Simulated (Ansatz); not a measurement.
The same ligand exchange along the group F, Cl, Br.

Calculated with Ansatz (gas phase, PBE0-D4/def2-TZVP geometries, no zero-point term in ΔE). CBS: MP2 limit from def2 TZ/QZ plus the TZ coupled-cluster correction, frozen cores. This one scheme is used for every species. Functionals use def2-TZVPP. For Br outer-core shells are correlated without core-valence functions, which leaves a few kJ/mol of doubt a bond. Scalar relativity is left out up to krypton. Each species was taken in one conformer, which may not be the lowest.

```csv
reaction,PBE-D4 (eV),PBE0-D4 (eV)
`FB(S)S` + silanol → `[SiH3]OB(S)S` + H–F,0.09,0.06
`SB(S)Cl` + silanol → `[SiH3]OB(S)S` + HCl,-0.30,-0.34
`SB(S)Br` + silanol → `[SiH3]OB(S)S` + HBr,-0.38,-0.41
```

Task: Give the CCSD(T)/CBS values in the same order. (Estimate.)

Result: Computed: 0.01, -0.39, -0.42 eV.

Largest T1 diagnostic: 0.013, for `FB(S)S`.
